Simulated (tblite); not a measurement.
Input of a run (GFN2-xTB geometry optimisation, gas phase (tblite 0.8.0)), started from a force field or distance geometry:
```
{"job": {"kind": "relax", "xc": "GFN2-xTB", "basis": "xTB"}, "charge": 0, "multiplicity": 1}
Si     2.814100     0.789500    -0.281900
Si     1.551800    -0.954800     0.341800
C     -0.085300    -0.959100    -0.479200
Si    -1.517500    -0.685600     0.680300
Si    -2.767700     0.955700    -0.171400
Cl    -2.586800     2.670500     0.993000
H      3.634900     0.460800    -1.452800
H      3.645900     1.254300     0.854800
H      1.923400     1.891600    -0.715300
H      1.341300    -0.970900     1.797300
H      2.264200    -2.162100    -0.139800
H     -0.090200    -0.089900    -1.197800
H     -0.280500    -1.843000    -1.111000
H     -2.396100    -1.882200     0.721300
H     -1.094000    -0.306100     2.042100
H     -4.155100     0.550200    -0.381500
H     -2.209200     1.293200    -1.509800
```

Output (eV, eV/Å):
```
step      E/eV     max force
  0    -522.78366    2.245
  1    -522.93191    0.682
  2    -522.97696    0.470
  3    -523.00807    0.469
  4    -523.04889    0.580
  5    -523.09199    0.641
  6    -523.13488    0.507
  7    -523.16358    0.517
  8    -523.18246    0.308
  9    -523.19195    0.204
 10    -523.19715    0.174
 11    -523.20088    0.191
 12    -523.20356    0.159
 13    -523.20546    0.106
 14    -523.20705    0.116
 15    -523.20876    0.129
 16    -523.21076    0.133
 17    -523.21271    0.115
 18    -523.21426    0.081
 19    -523.21559    0.086
 20    -523.21701    0.110
 21    -523.21845    0.118
 22    -523.21963    0.085
 23    -523.22054    0.080
 24    -523.22143    0.093
 25    -523.22243    0.082
 26    -523.22330    0.081
 27    -523.22379    0.047
 28    -523.22409    0.044
 29    -523.22445    0.051
 30    -523.22499    0.077
 31    -523.22562    0.081
 32    -523.22609    0.043
 33    -523.22637    0.037
 34    -523.22661    0.049
 35    -523.22700    0.086
 36    -523.22757    0.107
 37    -523.22816    0.084
 38    -523.22850    0.037
 39    -523.22866    0.031
 40    -523.22879    0.032
 41    -523.22898    0.044
 42    -523.22921    0.038
 43    -523.22944    0.037
 44    -523.22962    0.030
 45    -523.22979    0.041
 46    -523.23000    0.052
 47    -523.23025    0.046
 48    -523.23049    0.040
 49    -523.23071    0.043
 50    -523.23094    0.041
 51    -523.23126    0.047
 52    -523.23163    0.049
 53    -523.23197    0.038
 54    -523.23222    0.045
 55    -523.23246    0.045
 56    -523.23276    0.047
 57    -523.23315    0.048
 58    -523.23354    0.052
 59    -523.23385    0.051
 60    -523.23410    0.042
 61    -523.23440    0.056
 62    -523.23485    0.060
 63    -523.23548    0.060
 64    -523.23616    0.061
 65    -523.23673    0.055
 66    -523.23720    0.045
 67    -523.23782    0.074
 68    -523.23896    0.123
 69    -523.24065    0.152
 70    -523.24226    0.120
 71    -523.24333    0.070
 72    -523.24303    0.142
 73    -523.24448    0.069
 74    -523.24504    0.065
 75    -523.24902    0.115
 76    -523.25224    0.123
 77    -523.25426    0.121
 78    -523.25545    0.100
 79    -523.25697    0.073
 80    -523.25881    0.092
 81    -523.26191    0.129
 82    -523.26661    0.116
 83    -523.27023    0.104
 84    -523.26757    0.305
 85    -523.27480    0.144
 86    -523.27679    0.108
 87    -523.28189    0.100
 88    -523.28408    0.101
 89    -523.28719    0.134
 90    -523.28943    0.105
 91    -523.29188    0.121
 92    -523.29355    0.084
 93    -523.29438    0.049
 94    -523.29483    0.059
 95    -523.29542    0.050
 96    -523.29597    0.062
 97    -523.29656    0.065
 98    -523.29718    0.049
 99    -523.29771    0.052
100    -523.29807    0.045
101    -523.29831    0.035
102    -523.29860    0.042
103    -523.29899    0.051
104    -523.29938    0.042
105    -523.29962    0.032
106    -523.29972    0.018
107    -523.29979    0.020
108    -523.29988    0.023
109    -523.29997    0.025
110    -523.30005    0.027
111    -523.30011    0.021
112    -523.30017    0.019
113    -523.30023    0.017
114    -523.30029    0.015
115    -523.30035    0.015
116    -523.30040    0.017
117    -523.30045    0.020
118    -523.30053    0.021
119    -523.30067    0.023
120    -523.30086    0.028
121    -523.30106    0.034
122    -523.30122    0.031
123    -523.30134    0.024
124    -523.30147    0.027
125    -523.30167    0.037
126    -523.30193    0.043
127    -523.30220    0.037
128    -523.30246    0.040
129    -523.30276    0.040
130    -523.30311    0.043
131    -523.30345    0.052
132    -523.30375    0.050
133    -523.30415    0.052
134    -523.30490    0.074
135    -523.30541    0.064
136    -523.30629    0.069
137    -523.30686    0.067
138    -523.30719    0.054
139    -523.30763    0.044
140    -523.30846    0.047
141    -523.30896    0.065
142    -523.30947    0.064
143    -523.31003    0.055
144    -523.31071    0.062
145    -523.31112    0.066
146    -523.31154    0.046
147    -523.31184    0.033
148    -523.31207    0.036
149    -523.31228    0.031
150    -523.31248    0.029
151    -523.31264    0.026
152    -523.31275    0.026
153    -523.31287    0.025
154    -523.31306    0.025
155    -523.31330    0.030
156    -523.31351    0.028
157    -523.31365    0.022
158    -523.31377    0.023
159    -523.31394    0.029
160    -523.31426    0.036
161    -523.31479    0.050
162    -523.31551    0.057
163    -523.31632    0.058
164    -523.31709    0.070
165    -523.31787    0.059
166    -523.31858    0.050
167    -523.31911    0.049
168    -523.31957    0.058
169    -523.32012    0.060
170    -523.32091    0.074
171    -523.32209    0.073
172    -523.32281    0.062
173    -523.32268    0.090
174    -523.32355    0.043
175    -523.32364    0.029
176    -523.32375    0.022
177    -523.32382    0.023
178    -523.32392    0.031
179    -523.32403    0.028
180    -523.32412    0.023
181    -523.32418    0.026
182    -523.32424    0.019
183    -523.32430    0.018
184    -523.32435    0.015
185    -523.32439    0.016
186    -523.32442    0.017
187    -523.32445    0.016
188    -523.32448    0.014
189    -523.32452    0.016
190    -523.32456    0.013
191    -523.32460    0.014
192    -523.32465    0.019
193    -523.32471    0.022
194    -523.32481    0.027
195    -523.32496    0.034
196    -523.32519    0.038
197    -523.32547    0.037
198    -523.32575    0.043
199    -523.32598    0.038
200    -523.32618    0.032
201    -523.32635    0.031
202    -523.32662    0.034
203    -523.32689    0.042
204    -523.32730    0.057
205    -523.32779    0.064
206    -523.32817    0.083
207    -523.32874    0.065
208    -523.32918    0.058
209    -523.32962    0.036
210    -523.33003    0.049
211    -523.33026    0.047
212    -523.33050    0.031
213    -523.33064    0.022
214    -523.33071    0.022
215    -523.33083    0.020
216    -523.33089    0.017
217    -523.33094    0.011
218    -523.33097    0.011
219    -523.33100    0.011
220    -523.33102    0.012
221    -523.33104    0.013
222    -523.33107    0.012
223    -523.33110    0.013
224    -523.33112    0.012
225    -523.33115    0.017
226    -523.33119    0.018
227    -523.33123    0.013
228    -523.33128    0.017
229    -523.33136    0.021
230    -523.33145    0.027
231    -523.33160    0.025
232    -523.33174    0.035
233    -523.33198    0.037
234    -523.33173    0.071
235    -523.33225    0.034
236    -523.33240    0.027
237    -523.33161    0.103
238    -523.33275    0.028
239    -523.33298    0.022
240    -523.33062    0.173
241    -523.33319    0.015
242    -523.33336    0.013
243    -523.33094    0.159
244    -523.33358    0.013
245    -523.33374    0.015
246    -523.33138    0.162
247    -523.33395    0.017
248    -523.33411    0.019
249    -523.33163    0.161
250    -523.33434    0.020
251    -523.33451    0.023
252    -523.33212    0.164
253    -523.33480    0.022
254    -523.33500    0.025
255    -523.33286    0.162
256    -523.33536    0.024
257    -523.33560    0.027
258    -523.33376    0.153
259    -523.33605    0.026
260    -523.33634    0.027
261    -523.33466    0.155
262    -523.33686    0.023
263    -523.33716    0.026
264    -523.33536    0.136
265    -523.33769    0.023
266    -523.33797    0.020
267    -523.33694    0.124
268    -523.33846    0.017
269    -523.33868    0.016
270    -523.33817    0.103
271    -523.33903    0.021
272    -523.33916    0.018
273    -523.33923    0.036
274    -523.33939    0.019
275    -523.33944    0.016
276    -523.33952    0.020
277    -523.33954    0.009
```

Task: Summarise the run.

Result: The energy falls by 12.8 kcal/mol over 277 L-BFGS steps, the largest force on an atom goes from 2.25 to 0.009 eV/Å, and the atoms move by 1.004 Å rms after alignment. The bond that changes most is Si2–C3 (SiH2 silicon to sp3 carbon bound to silicon), which lengthens by 0.084 Å. Bonds longer at the end by more than 0.005 Å: 4 of 16; shorter: 9. Among the angles that change most is Cl6–Si5–H16, from 113.1° to 105.0°. Among the dihedrals that turn most is H13–C3–Si4–H15, from 139° to 58°. The energy rose by more than 1e-5 eV at steps 72, 84, 173, 234, 237, 240, 243 and 246 and later ones. The first step brought 27 % of the lowering.

Task: What are the final bond lengths?

Result: Si1–Si2 2.310 Å, Si2–C3 1.915 Å, C3–Si4 1.904 Å, Si4–Si5 2.312 Å, Si5–Cl6 2.032 Å, Si1–H7 1.469 Å, Si1–H8 1.465 Å, Si1–H9 1.465 Å, Si2–H10 1.470 Å, Si2–H11 1.475 Å, C3–H12 1.091 Å, C3–H13 1.090 Å, Si4–H14 1.473 Å, Si4–H15 1.471 Å, Si5–H16 1.465 Å, Si5–H17 1.466 Å. Numbering counts from 1 in the input's order; the species is `[SiH3][SiH2]C[SiH2][SiH2]Cl`.

Time: 4.5 s wall. Hardware: one thread of an Intel Xeon at 2.70 GHz, shared host with 64 logical CPUs at a one-minute load of 54.

GFN2-xTB frequencies show an imaginary mode (44i cm⁻¹), so the point is no minimum at that level. 3 starts were optimised and ended at 0.00, 0.14 and 0.90 kcal/mol (GFN2-xTB); the lowest of these is shown.

The numbers are calculated, not measured.
